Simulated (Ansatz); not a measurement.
Ansatz (a quantum-chemistry and plane-wave program) input (B3LYP/6-31G*):

Ansatz 0.2 input:
```yaml
crystal:
  periodic: [false, false, false]
  atoms:
    - {symbol: N, position_ang: [-2.35602100, 0.60945400, -1.47477000]}
    - {symbol: Si, position_ang: [-1.67813000, -0.09981700, -0.11531500]}
    - {symbol: O, position_ang: [0.10867600, 0.06949200, -0.32412600]}
    - {symbol: Si, position_ang: [1.47946700, -0.59469300, 0.63715900]}
    - {symbol: N, position_ang: [2.62436600, 0.60860300, 0.83780000]}
    - {symbol: H, position_ang: [-2.74777000, 1.53917200, -1.46983400]}
    - {symbol: H, position_ang: [-2.61268600, 0.09222800, -2.30217100]}
    - {symbol: H, position_ang: [-1.81157700, -1.55645300, -0.04282600]}
    - {symbol: H, position_ang: [-1.91813900, 0.65057900, 1.11897600]}
    - {symbol: H, position_ang: [0.34547900, 0.63083400, -1.08076300]}
    - {symbol: H, position_ang: [0.71027700, -0.95954500, 1.83087600]}
    - {symbol: H, position_ang: [1.97918000, -1.68557200, -0.20130100]}
    - {symbol: H, position_ang: [2.58883700, 1.31575600, 1.55614600]}
    - {symbol: H, position_ang: [3.49985900, 0.61380200, 0.33688300]}
basis:
  gaussian:
    orbitals: 6-31G*
hamiltonian:
  xc: {name: B3LYP}
total_charge: 1
relax: {f_tol: 0.003, max_steps: 120}
```

From the output:

```
these checks for a lower state are left out or cut short: starts, cluster_reference, orbital_swaps, neighbouring_geometries, increment
integrals: 0.06 GiB planned
1115 factors; integrals over basis functions are off by at most 6.1e-4 eV
mean field: 0.44 GiB planned
mean field -20925.30435177 eV, -768.9907512468 hartree, gradient 1.9e-5 eV, S^2 0.000000; 0 other end points of the search recorded, 0 dependent functions left out
the calculation of the forces begins
reference -20925.30463992 eV, -768.9907618360 hartree; 29, 29 occupied and 72, 72 virtual orbitals, 1115 factors
relax step  29: F+E_penalty+E_count = -20925.30435177 eV  Δ(F+E_penalty+E_count) = -1.060e-6 eV  max|allowed force component| = 1.817e-3 eV/Å  Δτ_max = 0.0074 Å  (22 SCF iters, accepted)
integrals: 0.06 GiB planned
1115 factors; integrals over basis functions are off by at most 6.1e-4 eV
mean field: 0.44 GiB planned
mean field -20925.30435177 eV, -768.9907512468 hartree, gradient 1.9e-5 eV, S^2 0.000000; 1 other end points of the search recorded, 0 dependent functions left out
the calculation of the forces begins
reference -20925.30463992 eV, -768.9907618360 hartree; 29, 29 occupied and 72, 72 virtual orbitals, 1115 factors
Total energy: -20925.30463992 eV, -768.9907618360 hartree
Atom 0 at    -2.337082     0.643856    -1.514785 Å, force     0.000716    -0.001587     0.001817 eV/Å
Atom 1 at    -1.740021    -0.182648    -0.169164 Å, force     0.000743     0.001740    -0.000755 eV/Å
Atom 2 at     0.061075     0.133399    -0.170221 Å, force    -0.000125     0.000190    -0.000889 eV/Å
Atom 3 at     1.477352    -0.566215     0.747682 Å, force    -0.001034     0.001538    -0.000334 eV/Å
Atom 4 at     2.695296     0.599696     0.708953 Å, force    -0.000754    -0.000966    -0.000338 eV/Å
Atom 5 at    -2.824562     1.529157    -1.437428 Å, force    -0.000162     0.000094    -0.000264 eV/Å
Atom 6 at    -2.479532     0.205032    -2.417351 Å, force    -0.000321     0.000354    -0.000548 eV/Å
Atom 7 at    -1.762022    -1.648713    -0.274939 Å, force     0.000074    -0.000082    -0.000105 eV/Å
Atom 8 at    -2.168304     0.405010     1.107813 Å, force    -0.000385    -0.000160     0.000127 eV/Å
Atom 9 at     0.314985     0.821642    -0.817706 Å, force     0.000208    -0.000608     0.000435 eV/Å
Atom 10 at     0.828252    -0.781137     2.049326 Å, force     0.000627    -0.000612     0.000321 eV/Å
Atom 11 at     1.829945    -1.759775    -0.033673 Å, force     0.000149    -0.000165     0.000228 eV/Å
Atom 12 at     2.799607     1.328755     1.405255 Å, force     0.000217     0.000079     0.000041 eV/Å
Atom 13 at     3.516828     0.505781     0.122973 Å, force     0.000047     0.000185     0.000263 eV/Å
Dipole moment:     0.085192     0.293260    -0.238205 e Å
```

The dipole moment of an ion depends on the origin.

The geometry given is a B3LYP-D3(BJ)/def2-TZVP minimum.
